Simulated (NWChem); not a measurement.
System: SiH3I; SMILES I[SiH3]

All runs: NWChem. Structure relaxed at the PBE0/def2-SVP level. def2 effective core potentials on I; no spin-orbit coupling. B3LYP is NWChem's, with the RPA form of VWN correlation.

| level | basis functions | highest occupied level (eV) | orbital gap (eV) | dipole (D) | relative time |
|---|---|---|---|---|---|
| B3LYP/STO-3G (all-electron, non-relativistic) | 39 | -4.65 | 7.97 | 2.32 | 1 |
| B3LYP/3-21G (all-electron, non-relativistic) | 50 | -7.27 | 6.33 | 1.59 | 1 |
| B3LYP/def2-SVP (core potentials) | 59 | -7.36 | 6.52 | 1.24 | 2 |
| B3LYP/def2-SVPD (core potentials) | 83 | -7.46 | 6.27 | 1.19 | 3 |
| B3LYP/def2-TZVP (core potentials) | 105 | -7.48 | 6.43 | 1.14 | 7 |

Relative times are rough (shared machine, one core).
